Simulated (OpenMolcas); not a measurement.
# Ru3+: moving or changing the point charges

Ru3+ among 6 point charges of -1.7 e arranged as an octahedron (Oh), 2.07 Å from the ion.
```
   2.0700    0.0000    0.0000  -1.70
   0.0000    2.0700    0.0000  -1.70
  -2.0700    0.0000    0.0000  -1.70
   0.0000   -2.0700    0.0000  -1.70
   0.0000    0.0000    2.0700  -1.70
   0.0000    0.0000   -2.0700  -1.70
```

```
Program             : OpenMolcas 26.06
Method              : CASSCF
Basis               : ANO-RCC-VDZP [6s5p3d1f]
Scalar Hamiltonian  : DKH2, point nucleus
Active space        : 5 electrons in 5 orbitals (4d)
State averaging     : 2S+1 = 6 even, 1 root; 2S+1 = 4 even, 24 roots; 2S+1 = 2 even, 75 roots
Spin-orbit coupling : RASSI with atomic mean-field integrals over the reference wave functions
```

Runs around this geometry, states (labels of O, the rotations of Oh). Energies in cm-1 above the lowest state or level, χT in cm3 K/mol; 10Dq and B are least-squares fits to the states below 45000 cm-1, weighted by degeneracy, with a free offset, and given where the rms deviation is under 5 % of |10Dq| (or 100 cm-1) and under 700 cm-1.

```tsv
R (Å)	q (e)	Ground state	10Dq	B (rms of fit)	First gap with spin-orbit (degeneracies)	χT at 300 K	First state of another spin
2.07	-1.36	6A1	6078	894 (119)	0.2 (2, 4)	4.372	4T1 23276
1.94	-1.7	6A1	10048	893 (199)	0.6 (2, 4)	4.368	4T1 19304
2.07	-1.7	6A1	7559	888 (153)	0.3 (2, 4)	4.371	4T1 21854
```

Taking |10Dq| as R^-n, n = -ln(7559 / 10048) / ln(2.07 / 1.94) = 4.4 between the shortest and longest distance. The point-charge formula for a cubic d site gives n = 5.

Scaling the charges by -1.36 / -1.7 = 0.80 scales |10Dq| by 6078 / 7559 = 0.80; with fixed orbitals a first-order splitting would follow the charge.

Without dynamic correlation the repulsion within the d shell is too large (B by tens of per cent), so at a given field states of lower spin stand too high. Point charges give a weaker field than real ligands, and real ions of this kind are as a rule low spin; the high spin found here belongs to the model. This field is weak: 10Dq is about 6078 cm-1, while octahedral complexes of 4d ions of charge 3 and more, computed by the same method with explicit ligands, had a median near 25000 cm-1. Ground spin and moment need not be those of a real site (figures for R = 2.07, q = -1.36; the like holds for R = 1.94, q = -1.7, R = 2.07, q = -1.7). This is an electrostatic model: the charges have no orbitals. No measured value stands beside these numbers.
